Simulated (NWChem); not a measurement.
System: CH$_{7}$NSi; SMILES NC[SiH3]

Here is an NWChem input.

```
start job
memory heap 200 mb stack 900 mb global 1100 mb
geometry units angstroms noautoz
  N      0.429536    -1.624397     0.018443
  C     -0.632085    -0.632789    -0.008945
  Si     0.103928     1.111712     0.026224
  H      0.052279    -2.567324     0.089490
  H      0.971067    -1.595991    -0.843038
  H     -1.350419    -0.713786    -0.854326
  H     -1.240492    -0.728112     0.907752
  H     -0.979314     2.133850    -0.125390
  H      1.065395     1.272310    -1.110893
  H      0.834034     1.358947     1.304942
end
basis spherical
  * library aug-cc-pvdz
end
dft
  xc b3lyp
  iterations 150
  vectors input atomic output neutral.movecs
end
task dft energy
charge 1
dft
  odft
  mult 2
  vectors input atomic output cation.movecs
end
task dft energy
charge -1
dft
  odft
  mult 2
  vectors input atomic output anion.movecs
end
task dft energy
```

NWChem printed, in part:

```
             Northwest Computational Chemistry Package (NWChem) 7.3.0
             --------------------------------------------------------

 C1  symmetry detected

                             Geometry "geometry" -> ""
                             -------------------------

 Output coordinates in angstroms (scale by  1.889725989 to convert to a.u.)

  No.       Tag          Charge          X              Y              Z
 ---- ---------------- ---------- -------------- -------------- --------------
    1 N                    7.0000     0.40219730    -1.61669444     0.07421134
    2 C                    6.0000    -0.64121858    -0.61044943    -0.02493472
    3 Si                  14.0000     0.11887774     1.12353619     0.01729307
    4 H                    1.0000     0.00730311    -2.55258735     0.14236476
    5 H                    1.0000     0.98731213    -1.61193007    -0.75875335
    6 H                    1.0000    -1.31668960    -0.69647674    -0.90446385
    7 H                    1.0000    -1.29696178    -0.68013084     0.86091194
    8 H                    1.0000    -0.93932490     2.15834212    -0.20754019
    9 H                    1.0000     1.13942308     1.24931431    -1.07170311
   10 H                    1.0000     0.78657999     1.38351962     1.32720984

 Effective nuclear repulsion energy (a.u.)     113.0635074208

                                 NWChem DFT Module
                                 -----------------

 Summary of "ao basis" -> "ao basis" (spherical)
 ------------------------------------------------------------------------------
       Tag                 Description            Shells   Functions and Types
 ---------------- ------------------------------  ------  ---------------------
 N                        aug-cc-pvdz                9       23   4s3p2d
 C                        aug-cc-pvdz                9       23   4s3p2d
 Si                       aug-cc-pvdz               11       27   5s4p2d
 H                        aug-cc-pvdz                5        9   3s2p

            General Information
            -------------------
          SCF calculation type: DFT
          Wavefunction type:  closed shell.
          No. of atoms     :    10
          No. of electrons :    34
           Alpha electrons :    17
            Beta electrons :    17
          Charge           :     0
          Spin multiplicity:     1
          Use of symmetry is: off; symmetry adaption is: off
          Maximum number of iterations: 150
          AO basis - number of functions:   136
                     number of shells:    64
          Convergence on energy requested:  1.00D-06
          Convergence on density requested:  1.00D-05
          Convergence on gradient requested:  5.00D-04

              XC Information
              --------------
                         B3LYP Method XC Potential
                     Hartree-Fock (Exact) Exchange  0.200
                        Slater Exchange Functional  0.800 local
                    Becke 1988 Exchange Functional  0.720 non-local
              Lee-Yang-Parr Correlation Functional  0.810
                  VWN I RPA Correlation Functional  0.190 local

             Grid Information
             ----------------
          Grid used for XC integration:  medium
          Radial quadrature: Mura-Knowles
          Angular quadrature: Lebedev.
          Tag              B.-S. Rad. Rad. Pts. Rad. Cut. Ang. Pts.
          ---              ---------- --------- --------- ---------
          N                   0.65       49          14.0       434
          C                   0.70       49          13.0       434
          Si                  1.10       88          15.0       590
          H                   0.35       45          16.0       434
          Grid pruning is: on
          Number of quadrature shells:   501
          Spatial weights used:  Erf1

      Superposition of Atomic Density Guess
      -------------------------------------

 Sum of atomic energies:        -384.30107776

      Non-variational initial energy
      ------------------------------

 Total energy =    -385.868120
 1-e energy   =    -752.055504
 2-e energy   =     253.123876
 HOMO         =      -0.308562
 LUMO         =       0.014897

   convergence    iter        energy       DeltaE   RMS-Dens  Diis-err
 ---------------- ----- ----------------- --------- --------- ---------
 d= 0,ls=0.0,diis     1   -386.5415513399 -5.00D+02  1.31D-02  3.27D-01
 d= 0,ls=0.0,diis     2   -386.5616543219 -2.01D-02  2.35D-03  1.52D-01
 d= 0,ls=0.0,diis     3   -386.5729637375 -1.13D-02  9.25D-04  5.55D-02
 d= 0,ls=0.0,diis     4   -386.5788629529 -5.90D-03  1.48D-04  3.55D-04
 d= 0,ls=0.0,diis     5   -386.5789094240 -4.65D-05  4.12D-05  2.05D-05
  Resetting Diis
 d= 0,ls=0.0,diis     6   -386.5789118038 -2.38D-06  1.38D-05  4.22D-06
 d= 0,ls=0.0,diis     7   -386.5789123577 -5.54D-07  3.95D-06  8.72D-08

         Total DFT energy =     -386.578912357735
      One electron energy =     -755.447463161913
           Coulomb energy =      291.682865704736
    Exchange-Corr. energy =      -35.877822321363
 Nuclear repulsion energy =      113.063507420803

 Numeric. integr. density =       34.000007229430

                       DFT Final Molecular Orbital Analysis
                       ------------------------------------

 Vector   15  Occ=2.000000D+00  E=-3.381993D-01
              MO Center=  4.8D-01,  1.1D+00,  4.9D-01, r^2= 2.6D+00
   Bfn.  Coefficient  Atom+Function         Bfn.  Coefficient  Atom+Function
  ----- ------------  ---------------      ----- ------------  ---------------
   128      0.384990  10 H  s                60      0.359525   3 Si pz
    57      0.312246   3 Si pz              119     -0.196961   9 H  s
    93      0.189173   6 H  s                29     -0.120604   2 C  py
    58      0.098814   3 Si px                7     -0.097306   1 N  pz
    92      0.092510   6 H  s                55      0.090623   3 Si px

 Vector   16  Occ=2.000000D+00  E=-3.222547D-01
              MO Center= -1.6D-01, -9.3D-02, -9.2D-02, r^2= 2.9D+00
   Bfn.  Coefficient  Atom+Function         Bfn.  Coefficient  Atom+Function
  ----- ------------  ---------------      ----- ------------  ---------------
   102      0.388075   7 H  s                29     -0.334698   2 C  py
    59      0.276905   3 Si py               56      0.271159   3 Si py
   101      0.214118   7 H  s               119      0.192266   9 H  s
    28     -0.179749   2 C  px               75     -0.180478   4 H  s
    51     -0.175048   3 Si s                 7     -0.168359   1 N  pz

 Vector   17  Occ=2.000000D+00  E=-2.493524D-01
              MO Center=  2.1D-01, -1.3D+00,  8.7D-02, r^2= 2.0D+00
   Bfn.  Coefficient  Atom+Function         Bfn.  Coefficient  Atom+Function
  ----- ------------  ---------------      ----- ------------  ---------------
     7      0.403430   1 N  pz               93      0.300152   6 H  s
     5      0.281866   1 N  px               10      0.261036   1 N  pz
     4      0.246261   1 N  s                 3      0.239282   1 N  s
    92      0.213800   6 H  s                 8      0.185504   1 N  px
    28     -0.143385   2 C  px                6      0.123977   1 N  py

 Vector   18  Occ=0.000000D+00  E=-1.782338D-02
              MO Center= -3.6D-01, -1.6D+00, -5.9D-01, r^2= 1.2D+01
   Bfn.  Coefficient  Atom+Function         Bfn.  Coefficient  Atom+Function
  ----- ------------  ---------------      ----- ------------  ---------------
    27      1.349659   2 C  s                51      1.290589   3 Si s
    76     -0.708156   4 H  s                94     -0.643300   6 H  s
    85     -0.467431   5 H  s               130     -0.395111  10 H  s
     4     -0.359218   1 N  s                12     -0.356428   1 N  py
   121     -0.353234   9 H  s               103     -0.274785   7 H  s

 Vector   19  Occ=0.000000D+00  E= 4.286148D-03
              MO Center= -4.3D-01,  4.4D-01,  6.4D-03, r^2= 1.8D+01
   Bfn.  Coefficient  Atom+Function         Bfn.  Coefficient  Atom+Function
  ----- ------------  ---------------      ----- ------------  ---------------
    51      3.530463   3 Si s               121     -1.419791   9 H  s
    27     -1.283306   2 C  s               130     -1.188510  10 H  s
    76      1.002668   4 H  s               103     -0.757765   7 H  s
    34     -0.647935   2 C  px              112     -0.605018   8 H  s
    94     -0.517133   6 H  s                61      0.454348   3 Si px

 Vector   20  Occ=0.000000D+00  E= 6.540899D-03
              MO Center=  5.4D-01,  9.3D-01, -1.7D-01, r^2= 1.7D+01
   Bfn.  Coefficient  Atom+Function         Bfn.  Coefficient  Atom+Function
  ----- ------------  ---------------      ----- ------------  ---------------
    51      2.506862   3 Si s                27     -1.862926   2 C  s
    85     -1.023812   5 H  s                62     -0.711759   3 Si py
   112     -0.611157   8 H  s               130     -0.584101  10 H  s
    35     -0.573513   2 C  py              103      0.523435   7 H  s
    61     -0.519245   3 Si px                4      0.463670   1 N  s

     Multipole analysis of the density
     ---------------------------------

     L   x y z        total         alpha         beta         nuclear
     -   - - -        -----         -----         ----         -------
     0   0 0 0     -0.000000    -17.000000    -17.000000     34.000000

     1   1 0 0     -0.349915     -0.174958     -0.174958      0.000000
     1   0 1 0     -0.406923     -0.203461     -0.203461      0.000000
     1   0 0 1     -0.355210     -0.177605     -0.177605     -0.000000

     2   2 0 0    -22.144743    -30.690187    -30.690187     39.235631
     2   1 1 0      0.751608     -0.231734     -0.231734      1.215075
     2   1 0 1     -1.369963     -0.109447     -0.109447     -1.151068
     2   0 2 0    -20.589995   -110.998117   -110.998117    201.406240
     2   0 1 1      1.252764     -0.225225     -0.225225      1.703214
     2   0 0 2    -22.022666    -20.215347    -20.215347     18.408027

                                 NWChem DFT Module
                                 -----------------

            General Information
            -------------------
          SCF calculation type: DFT
          Wavefunction type:  spin polarized.
          No. of atoms     :    10
          No. of electrons :    33
           Alpha electrons :    17
            Beta electrons :    16
          Charge           :     1
          Spin multiplicity:     2
          Use of symmetry is: off; symmetry adaption is: off
          Maximum number of iterations: 150
          AO basis - number of functions:   136
                     number of shells:    64
          Convergence on energy requested:  1.00D-06
          Convergence on density requested:  1.00D-05
          Convergence on gradient requested:  5.00D-04

              XC Information
              --------------
                         B3LYP Method XC Potential
                     Hartree-Fock (Exact) Exchange  0.200
                        Slater Exchange Functional  0.800 local
                    Becke 1988 Exchange Functional  0.720 non-local
              Lee-Yang-Parr Correlation Functional  0.810
                  VWN I RPA Correlation Functional  0.190 local

             Grid Information
             ----------------
          Grid used for XC integration:  medium
          Radial quadrature: Mura-Knowles
          Angular quadrature: Lebedev.
          Tag              B.-S. Rad. Rad. Pts. Rad. Cut. Ang. Pts.
          ---              ---------- --------- --------- ---------
          N                   0.65       49          14.0       434
          C                   0.70       49          13.0       434
          Si                  1.10       88          15.0       590
          H                   0.35       45          16.0       434
          Grid pruning is: on
          Number of quadrature shells:   501
          Spatial weights used:  Erf1

      Superposition of Atomic Density Guess
      -------------------------------------

 Sum of atomic energies:        -384.30107776

 Renormalizing density from      34.00 to     33

      Non-variational initial energy
      ------------------------------

 Total energy =    -378.419515
 1-e energy   =    -729.936224
 2-e energy   =     238.453202
 HOMO         =      -0.621945
 LUMO         =      -0.201964

   convergence    iter        energy       DeltaE   RMS-Dens  Diis-err
 ---------------- ----- ----------------- --------- --------- ---------
 d= 0,ls=0.0,diis     1   -386.1548248960 -4.99D+02  5.68D-03  2.00D-01
                                                     5.57D-03  1.97D-01
 d= 0,ls=0.0,diis     2   -386.1951310346 -4.03D-02  2.35D-03  7.44D-02
                                                     2.21D-03  6.40D-02
 d= 0,ls=0.0,diis     3   -386.2281055442 -3.30D-02  5.52D-04  9.46D-03
                                                     7.53D-04  9.87D-03
 d= 0,ls=0.0,diis     4   -386.2325860072 -4.48D-03  2.19D-04  2.08D-03
                                                     2.75D-04  1.47D-03
 d= 0,ls=0.0,diis     5   -386.2334243120 -8.38D-04  7.10D-05  9.08D-05
                                                     1.30D-04  1.45D-04
  Resetting Diis
 d= 0,ls=0.0,diis     6   -386.2335003974 -7.61D-05  5.44D-05  7.25D-05
                                                     5.92D-05  3.63D-05
 d= 0,ls=0.0,diis     7   -386.2335340763 -3.37D-05  3.46D-05  7.72D-06
                                                     2.83D-05  2.89D-06
 d= 0,ls=0.0,diis     8   -386.2335339226  1.54D-07  1.12D-05  8.08D-06
                                                     2.72D-05  1.09D-05
 d= 0,ls=0.0,diis     9   -386.2335390667 -5.14D-06  9.42D-06  1.85D-06
                                                     1.03D-05  7.97D-07
 d= 0,ls=0.0,diis    10   -386.2335399763 -9.10D-07  8.49D-06  3.10D-07
                                                     1.04D-05  1.43D-07
 d= 0,ls=0.0,diis    11   -386.2335402505 -2.74D-07  9.59D-07  1.07D-08
                                                     1.06D-06  8.97D-09

         Total DFT energy =     -386.233540250503
      One electron energy =     -747.204290210754
           Coulomb energy =      283.458475987470
    Exchange-Corr. energy =      -35.551233448022
 Nuclear repulsion energy =      113.063507420803

 Numeric. integr. density =       33.000008826416

                    DFT Final Alpha Molecular Orbital Analysis
                    ------------------------------------------

 Vector   15  Occ=1.000000D+00  E=-5.511864D-01
              MO Center= -2.1D-01,  8.3D-02,  2.7D-02, r^2= 2.8D+00
   Bfn.  Coefficient  Atom+Function         Bfn.  Coefficient  Atom+Function
  ----- ------------  ---------------      ----- ------------  ---------------
    29      0.347686   2 C  py               56     -0.307142   3 Si py
    59     -0.262956   3 Si py               28      0.249740   2 C  px
    51      0.229978   3 Si s                26      0.221783   2 C  s
    50     -0.220764   3 Si s                93     -0.185075   6 H  s
   102     -0.175530   7 H  s                92     -0.157180   6 H  s

 Vector   16  Occ=1.000000D+00  E=-5.246286D-01
              MO Center= -1.7D-01,  1.6D+00,  6.9D-02, r^2= 2.2D+00
   Bfn.  Coefficient  Atom+Function         Bfn.  Coefficient  Atom+Function
  ----- ------------  ---------------      ----- ------------  ---------------
   110      0.371211   8 H  s                58     -0.328041   3 Si px
    55     -0.317578   3 Si px              128     -0.232723  10 H  s
    59      0.142598   3 Si py              119     -0.140433   9 H  s
    56      0.135387   3 Si py               57     -0.104996   3 Si pz
    93     -0.098413   6 H  s                60     -0.090270   3 Si pz

[...]
```

Level: B3LYP/aug-cc-pVDZ, vertical spin-unrestricted ions. The geometry was optimised at PBE0/def2-SVP.
